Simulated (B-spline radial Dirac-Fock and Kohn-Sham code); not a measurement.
What relativity does to the binding energies of Zr²⁺

System: the Zr²⁺ ion, [Kr] 4d2.

Both columns are ΔSCF binding energies of the configuration average from a radial finite-basis atomic code: non-relativistic Hartree-Fock with a point nucleus, and Dirac-Fock with a finite nucleus and the Coulomb interaction alone, averaged over the two j levels with weights 2j+1.

| shell | Hartree-Fock (eV) | Dirac-Fock (eV) | shift (eV) | shift (%) |
| --- | --- | --- | --- | --- |
| 1s | 17667.1 | 18068.6 | +401.52 | +2.27 |
| 2s | 2473.5 | 2567.1 | +93.61 | +3.78 |
| 2p | 2256.1 | 2280.2 | +24.11 | +1.07 |
| 3s | 442.0 | 459.2 | +17.24 | +3.90 |
| 3p | 359.3 | 363.6 | +4.32 | +1.20 |
| 3d | 208.8 | 205.5 | -3.24 | -1.55 |
| 4s | 78.09 | 80.58 | +2.49 | +3.19 |
| 4p | 53.15 | 53.54 | +0.39 | +0.73 |
| 4d | 21.86 | 21.51 | -0.34 | -1.57 |

Relativity binds 1s, 2s, 2p, 3s, 3p, 4s, 4p more strongly, among those listed most of all 3s in relative terms, and 3d, 4d more weakly, because the contracted s and p shells screen the nucleus better.

Values without a named source are computed, but for edge energies of neutral atoms, which are taken from tables.
